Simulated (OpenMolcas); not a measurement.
A run on Cr3+ with 6 ligands (chloride) in octahedral coordination (Oh) at 2.3 Å. A charge of +0.5 e stands 2.6 Å behind each ligand. Ligand basis ANO-RCC-VDZP.
```
Cr    0.0000    0.0000    0.0000
Cl    2.3000    0.0000    0.0000
Cl    0.0000    2.3000    0.0000
Cl   -2.3000    0.0000    0.0000
Cl    0.0000   -2.3000    0.0000
Cl    0.0000    0.0000    2.3000
Cl    0.0000    0.0000   -2.3000
```

| Property | Result |
| --- | --- |
| Program | OpenMolcas |
| Method | CASSCF |
| Basis | ANO-RCC-VTZP [6s5p3d2f1g] |
| Scalar Hamiltonian | DKH2, point nucleus |
| Active space | 3 electrons in 5 orbitals (3d) |
| State averaging | 2S+1 = 4 even, 10 roots; 2S+1 = 2 even, 40 roots |
| Spin-orbit coupling | state interaction with AMFI integrals over the reference wave functions |

167 basis functions. Blocks (2S+1, parity, CSFs, roots kept): 4, even, 10, 10; 2, even, 40, 40.

Question: How long do the RASSCF and RASSI steps take on 1 thread of Arm Neoverse V1 (shared host)?

Answer: About 40 s of wall time, without the integral step.
